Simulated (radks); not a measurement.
Spherical quantum dot in the effective-mass picture: electrons in a parabolic well V = omega^2 r^2 / 2 with omega = 4.97, all in effective atomic units (hartree* = m*/eps^2 hartree, bohr* = eps/m* bohr), one dielectric constant everywhere. Calculated with a radial shooting solver with Libxc functionals: non-relativistic Kohn-Sham, r2SCAN, spin-polarised, spherical densities, generalised Kohn-Sham scheme. Levels are named by radial order and angular momentum (1s, 1p, 1d, 2s, ...), and open shells are averaged over m.

N = 12, configuration 1s2 1p6 1d(up 4, down 0). This is the lowest configuration that the search found. Occupied and some empty levels:

| level | occupation | eigenvalue (hartree*) | <r> (bohr*) |
|---|---|---|---|
| 1s up | 1 | 21.501 | 0.5948 |
| 1s down | 1 | 21.658 | 0.5847 |
| 1p up | 3 | 25.206 | 0.7645 |
| 1p down | 3 | 25.506 | 0.7591 |
| 1d up | 4 | 29.199 | 0.8932 |
| 1d down | 0 | 29.573 | 0.8913 |
| 2s up | 0 | 29.642 | 0.8092 |
| 2s down | 0 | 29.891 | 0.8136 |
| 1f up | 0 | 33.413 | 1.001 |
| 1f down | 0 | 33.829 | 1.001 |
| 2p up | 0 | 33.998 | 0.9287 |
| 2p down | 0 | 34.284 | 0.9276 |

Energy (hartree*): total 233.708, kinetic 63.867, external 99.333, Hartree 83.106, exchange-correlation -12.597.
